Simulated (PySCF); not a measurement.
# Rotational lines of NaIn

Lines J+1 ← J of the vibrational ground state, computed from RHF-CCSD(T) constants of NaIn, ¹Σ⁺ (singlet), closed shell (basis Na aug-cc-pVDZ, In aug-cc-pVDZ-PP with ECP28; scalar-relativistic core potentials; PySCF 2.14; masses 22.9898 and 114.9039 u), in MHz:

| J | ν (MHz) |
| --- | --- |
| 0 | 4783.6 |
| 1 | 9567.1 |
| 2 | 14350.5 |
| 3 | 19133.6 |
| 4 | 23916.5 |

Find B0 and the effective bond length r0; with αe = 0.000456 cm⁻¹, find Re.

ν = 2B0(J+1) − 4D(J+1)³ gives B0 = 0.079782 cm⁻¹. With the reduced mass μred = 19.157 u, r0 = √(16.8576/(μred·B0)) (u, cm⁻¹, Å) = 3.3211 Å. Be = B0 + αe/2 = 0.080010 cm⁻¹ gives Re = 3.316 Å.

Correlated steps freeze 5 core orbitals. Correlated levels converge slowly with the basis: in double zeta they bind strong bonds too weakly, by up to about 1 eV, and carry superposition errors of some tenths. Spin–orbit coupling is left out, which matters for elements this heavy, above all for dissociation energies. Where the molecule has an RHF reference, its open-shell atoms are computed with UHF.
